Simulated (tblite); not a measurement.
Compound: C8H15ClF2.
Geometry (GFN2-xTB, Å), atoms numbered from 1 in this order:
```xyz
26
C8H15ClF2 angstrom
C     -1.7959    0.5660   -1.3731
C     -1.0168   -0.1790   -0.2792
C     -1.1764   -1.6845   -0.5300
C     -1.6640    0.1574    1.0710
C      0.4958    0.2147   -0.2956
Cl     1.1581   -0.1447   -1.9400
C      0.6846    1.7210   -0.0813
F      1.9682    2.1228   -0.3454
C      1.3209   -0.5989    0.7072
C      2.8108   -0.2660    0.7447
F      3.4469   -1.2212    1.5039
H     -1.8920    1.6257   -1.1515
H     -2.8002    0.1550   -1.4402
H     -1.3182    0.4489   -2.3413
H     -2.2284   -1.9186   -0.6716
H     -0.8193   -2.2706    0.3117
H     -0.6397   -1.9852   -1.4252
H     -1.6306    1.2234    1.2785
H     -2.7084   -0.1436    1.0400
H     -1.1928   -0.3763    1.8911
H      0.4865    1.9907    0.9610
H      0.0497    2.3011   -0.7543
H      0.9129   -0.4532    1.7087
H      1.2439   -1.6574    0.4564
H      3.0234    0.6948    1.2191
H      3.2600   -0.2994   -0.2513
```

Level: GFN2-xTB in tblite, geometry and Hessian alike; calculated harmonic values, unscaled, isolated species. Errors from tens to a few hundred cm⁻¹ against measured bands are possible. One conformer, not necessarily the lowest.

Harmonic wavenumbers (cm⁻¹): 25.3, 64.3, 91.3, 115.7, 142.7, 179.4, 206.7, 221.6, 229.6, 245.1, 276.6, 307.1, 322.7, 334.1, 339.9, 364.0, 416.9, 432.7, 493.7, 554.7, 623.9, 804.6, 837.2, 892.4, 944.9, 960.0, 962.0, 966.2, 977.6, 1028.9, 1038.0, 1042.4, 1057.6, 1082.2, 1114.7, 1154.9, 1205.8, 1234.8, 1237.2, 1242.8, 1246.4, 1270.7, 1291.2, 1325.6, 1354.8, 1407.1, 1409.3, 1428.1, 1436.2, 1452.9, 1463.8, 1487.3, 1490.6, 1498.9, 1509.7, 1514.3, 1520.9, 2946.8, 2968.8, 2976.7, 2984.5, 2991.9, 3010.8, 3033.4, 3037.4, 3042.0, 3044.4, 3050.0, 3052.2, 3055.7, 3056.3, 3060.1.

A = 1163, B = 681.7, C = 617.2 MHz; mass 184.083 u (most abundant isotopes); point group C1, symmetry number 1.

Q: Zero-point energy?

A: ½Σν̃ = 47596 cm⁻¹ = 569.37 kJ/mol.

Q: Give the ideal-gas entropy at 298.15 K and 1 bar in the rigid-rotor, harmonic-oscillator model (classical rotation).

A: Translation 173.90, rotation 129.13, vibration 180.88: S = 483.9 J/(mol K).

Q: And Cp and H(298.15 K) − H(0)?

A: Cp = 214.38 J/(mol K), of which vibrations give 181.13 (their classical limit is 72 R = 598.6); H(298.15 K) − H(0) = 38.19 kJ/mol without the zero-point energy, 28.27 from vibrations.

Q: Blend soft modes into free rotors: weight 1/[1 + (100 cm⁻¹/ν̃)⁴] for the oscillator and the rest for a rotor with moment μB/(μ + B), μ = h/(8π²ν), B = 10⁻⁴⁴ kg m². What vibrational entropy results?

A: 166.66 J/(mol K) in place of 180.88, which changes −T·S at 298.15 K by +4.24 kJ/mol.

Q: Which modes carry the vibrational entropy at 298.15 K?

A: 25.3 cm⁻¹: 25.80; 64.3 cm⁻¹: 18.08; 91.3 cm⁻¹: 15.20; 115.7 cm⁻¹: 13.27; 142.7 cm⁻¹: 11.58; 179.4 cm⁻¹: 9.77 J/(mol K); the other 66 give 87.19 together.

Hindered rotation and anharmonicity are outside this model. Other conformers, if any are populated, would add a mixing term that is left out. The structure is chiral; the term R ln 2 for an equal mix with its mirror image is left out.
